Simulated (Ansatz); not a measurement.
A nudged elastic band was laid between two geometries of H$_{4}$OSn (6 atoms, charge 0, multiplicity 1).

All numbers below come from Ansatz, UKS PBE0-D4/def2-SVP.

```
movable images  : 5
climbing image  : yes
spring          : 5.0 eV/Å²
optimiser       : quadratic models (default)
start path      : through a guess of the saddle point
force threshold : 0.05 eV/Å
iteration limit : 60
end points      : relaxed
```

First end point:

```xyz
6
Properties=species:S:1:pos:R:3
O 0.928 -0.761 0.947
Sn -0.282 0.351 -0.178
H 1.159 -1.595 0.524
H -1.735 -0.517 -0.469
H 0.508 0.723 -1.657
H -0.535 1.734 0.787
```

Last end point:

```xyz
6
Properties=species:S:1:pos:R:3
O -0.057 -1.177 0.290
Sn -1.096 1.016 0.022
H 0.566 -1.121 1.026
H 0.499 -1.232 -0.499
H -0.336 0.873 -1.595
H 0.465 1.576 0.711
```

What changes between the two ends?

Bonds broken: Sn2–H4. Bonds formed: O1–H4.

Give the energies along the band, and the barrier.

It converged. The highest image is number 2 of 0 to 6, 2.00 eV above the first end and 1.96 eV above the last; the last end lies 0.04 eV above the first. Neighbouring images differ by up to 1.8 eV, so the band resolves the path poorly. A vibrational analysis at the climbing image gives one clearly imaginary mode, 1298i cm⁻¹: a first-order saddle point. The orbitals stay closed-shell, which can raise the energy where a bond breaks towards radicals; this wasn't checked here.

| image | path coordinate (Å) | energy (eV) | Sn2–H4 (Å) | O1–H4 (Å) |
| --- | --- | --- | --- | --- |
| 0 | 0.00 | 0.00 | 1.72 | 3.03 |
| 1 | 0.72 | 0.59 | 1.69 | 2.36 |
| 2 | 1.43 | 2.00 | 1.76 | 1.54 |
| 3 | 2.30 | 0.18 | 2.55 | 0.97 |
| 4 | 3.17 | 0.05 | 2.93 | 0.97 |
| 5 | 4.04 | 0.04 | 2.90 | 0.97 |
| 6 | 4.91 | 0.04 | 2.81 | 0.97 |

What is the geometry of the highest image?


```xyz
6
Properties=species:S:1:pos:R:3
O 0.378 -0.975 0.861
Sn -0.512 0.582 -0.374
H 1.005 -1.515 0.358
H -0.968 -1.042 0.124
H 0.620 0.900 -1.644
H -0.482 1.987 0.629
```

The run took 3.2 min on 1 thread of Arm Neoverse V2 (shared host), peak memory 0.15 GiB.
